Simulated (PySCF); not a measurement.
How methods differ on the ionisation energy of Kr

Kr [Kr] (1S) → Kr+ [Ar] 3d10 4s2 4p5 (2P), as a difference of total energies. Calculation: PySCF 2.14, in aug-cc-pVDZ-PP with ECP10MDF (5s4p3d, 32 functions); scalar relativity through the core potential. Correlated levels: valence: 3s2 3p6 3d10 frozen. The calculations carry no spin-orbit coupling.

```
           method  ionisation energy (eV)
              UHF                  13.151
           M06-2X                  14.064
              LDA                  14.338
    MP2 (valence)                  13.958
CCSD(T) (valence)                  13.870
```

Q: Estimate what CCSD (valence) gives.

A: 13.851 eV, closest to CCSD(T) (valence) among the rows shown.

Q: Estimate what SCS-MP2 (valence) gives.

A: 13.877 eV, closest to CCSD(T) (valence) among the rows shown.

Errors of the correlated levels include the incompleteness of this basis and the frozen core.

For comparison: 14.222 eV (measured; NIST levels, between the centres of gravity of the two terms).
